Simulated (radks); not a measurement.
Results of a calculation; reference values are marked as such.
All-electron atom: N VI in [He].

Level of theory: scalar-relativistic Kohn-Sham, PBE, spin-polarised, spherical densities, point nucleus (a radial shooting solver on a logarithmic mesh with Libxc functionals).

Energy parts (eV):
| part | energy |
|---|---|
| total | -1217.290 |
| kinetic | 1217.523 |
| electron-nucleus | -2548.332 |
| Hartree | 225.508 |
| exchange-correlation | -111.989 |

Orbitals (lengths in bohr, moments of r in powers of bohr; <r^-3> diverges for s and p1/2; r(max) is where P^2 peaks; r(90%) holds 90 % of the orbital's charge):
orbital  occ.  eigenvalue (eV)  r(90%)  <r^-3>  r(max)     <r>
1s          2        -511.3532   0.407       -  0.1476  0.2273

The highest occupied level is 1s at -511.35 eV. The density falls to 0.001 e/bohr^3 at r = 0.94 bohr.
